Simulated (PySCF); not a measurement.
Nb(O)(OH)(Me)2 (C2H7NbO2), SMILES [CH3][Nb]([CH3])(=[O])[OH], multiplicity 1.

Coordinates come from a B3LYP-D3(BJ)/def2-SVP optimisation. The multiplicity is an assumed one; other spin states were not compared. The def2 effective core potentials stand for the cores of Nb; spin–orbit coupling is left out. The values are those of a single conformer.

Calculation: TDA-PBE/def2-SVPD (PySCF).

Vertical excitations. The molecule is in vacuum. State labels are in the subgroup Cs.

Problem. Give excitation energies, oscillator strengths and character. (An estimate is asked for; the answer gives what the named calculation found.)

Solution. 
```csv
state,symmetry,energy (eV),λ (nm),f,main pairs
S1,A",4.14,299,0.003,HOMO→LUMO 99 %
S2,A',4.61,269,0.010,HOMO−1→LUMO 90 %
S3,A',4.96,250,0.008,HOMO→LUMO+1 87 %
S4,A",5.12,242,0.017,HOMO−1→LUMO+1 97 %
S5,A',5.59,222,0.005,HOMO−2→LUMO 93 %
S6,A",5.65,220,0.002,HOMO−4→LUMO 92 %
S7,A",5.75,216,0.002,HOMO→LUMO+2 95 %
S8,A',5.76,215,0.006,HOMO−3→LUMO 89 %
S9,A",6.03,206,0.003,"HOMO−5→LUMO 84 %, HOMO−2→LUMO+1 13 %"
S10,A",6.07,204,0.002,HOMO−2→LUMO+1 84 %
T1,A",3.81,326,0,HOMO→LUMO 100 %
T2,A',4.08,304,0,HOMO−1→LUMO 99 %
T3,A',4.36,285,0,HOMO→LUMO+1 99 %
T4,A",4.71,263,0,HOMO−1→LUMO+1 98 %
```
Triplets are in the Tamm–Dancoff approximation.
